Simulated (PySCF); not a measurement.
A species of formula C6H5F3N2 has this rotational fingerprint, computed with PBE0/pcSseg-1 in PySCF (dipole) on a GFN2-xTB geometry, gas phase:

| Property | Result |
| --- | --- |
| Rotational constants | A = 1953, B = 936.7, C = 714.7 MHz |
| Dipole components | \|μa\| = 1.32 D, \|μb\| = 1.49 D, \|μc\| = 0.00 D |
| Inertial defect | -91.12 u·Å² |
| κ | -0.64 |

Task: Which candidate fits, each taken in the one conformer that was computed?
A. `Cc1ccc(C(F)(F)F)nn1`
B. `Cc1cc(C(F)(F)F)cnn1`
C. `Cc1nnccc1C(F)(F)F`

Result: C. It is Cc1nnccc1C(F)(F)F, an asymmetric top, point group Cs. The candidates at the same level (rigid rotor, commonest isotopes):

```csv
SMILES,A (MHz),B (MHz),C (MHz),μa (D),μb (D),μc (D),Δ (u·Å²),point group,rotor
Cc1cc(C(F)(F)F)cnn1,2229,738.1,616.0,0.06,2.78,0.07,-91.04,C1,asymmetric top
Cc1ccc(C(F)(F)F)nn1,2896,659.6,594.8,3.43,4.03,0.06,-91.00,C1,near-prolate asymmetric top
Cc1nnccc1C(F)(F)F,1953,936.7,714.7,1.32,1.49,0.00,-91.12,Cs,asymmetric top
```

`Cc1ccc(C(F)(F)F)nn1` has A 48 % too high; `Cc1cc(C(F)(F)F)cnn1` has B 21 % too low. In the right answer the mirror of this Cs structure is the ab plane, so μc vanishes by symmetry (the 0.01 D computed is a residue). No structure here is proved a minimum.

Conformer computed: `[CH3:1][c:2]1[n:3][n:4][cH:5][cH:6][c:7]1[C:8]([F:9])([F:10])[F:11]`: C6–C7–C8–F9 120°.
